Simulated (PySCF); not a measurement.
C3H9ClSi, SMILES C[C@H](Cl)C[SiH3].

Coordinates come from a B3LYP-D3(BJ)/def2-SVP optimisation. The structure was generated by enumeration; whether it is a known compound was not checked. The values are those of a single conformer.

Method: SMD-B3LYP/6-31G* run with PySCF.

Solvation free energies are E(SMD) − E(gas) at the gas-phase geometry, for 1 M in both phases. In vacuum the dipole moment is 1.76 D.

Problem. Estimate the solvation free energies in water, cyclohexanone, N,N-dimethylformamide. (Estimate from the structure and the level; the computed values follow.)

Solution. 
| solvent | ΔG(solv) (kcal/mol) | its non-electrostatic (CDS) part | dipole (D) |
|---|---|---|---|
| water | -0.1 | 3.4 | 2.24 |
| cyclohexanone | -4.1 | -0.9 | 2.20 |
| N,N-dimethylformamide | -4.2 | -0.8 | 2.23 |
